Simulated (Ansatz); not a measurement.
Ansatz (an electronic-structure program) input (PBE/6-31G*):

Ansatz 0.2 input:
```yaml
crystal:
  periodic: [false, false, false]
  atoms:
    - {symbol: B, position_ang: [-0.00000000, -0.00000000, -0.81316200]}
    - {symbol: F, position_ang: [0.00000000, 0.00000000, 0.45175700]}
basis:
  gaussian:
    orbitals: 6-31G*
hamiltonian:
  xc: {name: PBE}
relax: {f_tol: 0.003, max_steps: 120}
```

Output:

```
Functional definition: PBE
integrals: 0.00 GiB planned
265 factors; their error is unknown
mean field: 0.05 GiB planned
mean field evaluation 1: about -3387.7539 eV, gradient 1.8e1 eV
mean field evaluation 2: about -3386.6434 eV, gradient 3.4e1 eV
mean field evaluation 4: about -3388.2484 eV, gradient 2.4e-1 eV
mean field evaluation 8: about -3388.2280 eV, gradient 5.8e-4 eV
mean field -3388.22799010 eV, -124.5150820126 hartree, gradient 1.7e-5 eV, S^2 0.000000; 0 other end points of the search recorded, 0 dependent functions left out
the calculation of the forces begins
reference -3388.22800640 eV, -124.5150826116 hartree; 7, 7 occupied and 23, 23 virtual orbitals, 265 factors
relax step   1: F+E_penalty+E_count = -3388.22799010 eV  Δ(F+E_penalty+E_count) = +0.000e0 eV  max|allowed force component| = 9.760e-1 eV/Å  Δτ_max = 0.0000 Å  (20 SCF iters, accepted)
these checks for a lower state are left out or cut short: starts, cluster_reference, orbital_swaps, neighbouring_geometries, increment
integrals: 0.00 GiB planned
265 factors; their error is unknown
mean field: 0.05 GiB planned
mean field evaluation 16: about -3388.2356 eV, gradient 2.2e-5 eV
mean field -3388.23557091 eV, -124.5153606025 hartree, gradient 1.8e-5 eV, S^2 0.000000; 0 other end points of the search recorded, 0 dependent functions left out
the calculation of the forces begins
reference -3388.23558720 eV, -124.5153612010 hartree; 7, 7 occupied and 23, 23 virtual orbitals, 265 factors
relax step   2: F+E_penalty+E_count = -3388.23557091 eV  Δ(F+E_penalty+E_count) = -7.581e-3 eV  max|allowed force component| = 4.085e-1 eV/Å  Δτ_max = 0.0055 Å  (24 SCF iters, accepted)
these checks for a lower state are left out or cut short: starts, cluster_reference, orbital_swaps, neighbouring_geometries, increment
integrals: 0.00 GiB planned
265 factors; their error is unknown
mean field: 0.05 GiB planned
mean field -3388.23728342 eV, -124.5154235360 hartree, gradient 1.8e-5 eV, S^2 0.000000; 0 other end points of the search recorded, 0 dependent functions left out
the calculation of the forces begins
reference -3388.23729970 eV, -124.5154241341 hartree; 7, 7 occupied and 23, 23 virtual orbitals, 265 factors
relax step   3: F+E_penalty+E_count = -3388.23728342 eV  Δ(F+E_penalty+E_count) = -1.713e-3 eV  max|allowed force component| = 1.223e-4 eV/Å  Δτ_max = 0.0042 Å  (26 SCF iters, accepted)
integrals: 0.00 GiB planned
265 factors; their error is unknown
mean field: 0.05 GiB planned
mean field evaluation 32: about -3386.4132 eV, gradient 3.6e1 eV
mean field -3388.23728342 eV, -124.5154235360 hartree, gradient 1.9e-5 eV, S^2 0.000000; 1 other end points of the search recorded, 0 dependent functions left out
the calculation of the forces begins
reference -3388.23729970 eV, -124.5154241341 hartree; 7, 7 occupied and 23, 23 virtual orbitals, 265 factors
Total energy: -3388.23729970 eV, -124.5154241341 hartree
Atom 0 at    -0.000000    -0.000000    -0.822900 Å, force     0.000000     0.000000     0.000122 eV/Å
Atom 1 at     0.000000     0.000000     0.461495 Å, force    -0.000000    -0.000000    -0.000122 eV/Å
Dipole moment:    -0.000000     0.000000     0.233766 e Å
```

The geometry given is a B3LYP-D3(BJ)/def2-TZVP minimum.
